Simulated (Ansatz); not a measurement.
C3H7FGe can be A, `C[C]1(F)[CH2][GeH2]1`, or B, `C=[CH][GeH2][CH2]F`.

Gas-phase electronic energies from Ansatz, PBE0-D4/def2-TZVP geometries. CBS: MP2 limit from def2 TZ/QZ plus the TZ coupled-cluster correction, frozen cores. DFT in def2-TZVPP. B3LYP here is the variant with VWN-RPA as its local correlation; programs differ in this. For Ge outer-core shells are correlated without core-valence functions, which leaves a few kJ/mol of doubt a bond. Scalar relativity is left out up to krypton. Each species was taken in one conformer, which may not be the lowest.

Which isomer does CCSD(T)/CBS put lower? Give the gap. (An estimate is asked.)

The calculation gave: B, by 31.3 kJ/mol.

Give E(B) − E(A) in kJ/mol with B3LYP-D4, HF/def2-TZVPP, PBE0-D4, B2PLYP, ωB97M-V, r2SCAN-D4, PBE-D4. (An estimate is asked.)

Computed: B3LYP-D4 -42.6, HF/def2-TZVPP -76.5, PBE0-D4 -19.2, B2PLYP -41.0, ωB97M-V -31.5, r2SCAN-D4 -20.7, PBE-D4 -17.9. None reverses the order clearly.

Largest T1 diagnostic: 0.011.

In def2-TZVPP, CCSD(T) changes the Hartree–Fock value by +37.7 kJ/mol (the triples alone add +4.4 kJ/mol) and MP2 by +48.9 kJ/mol.
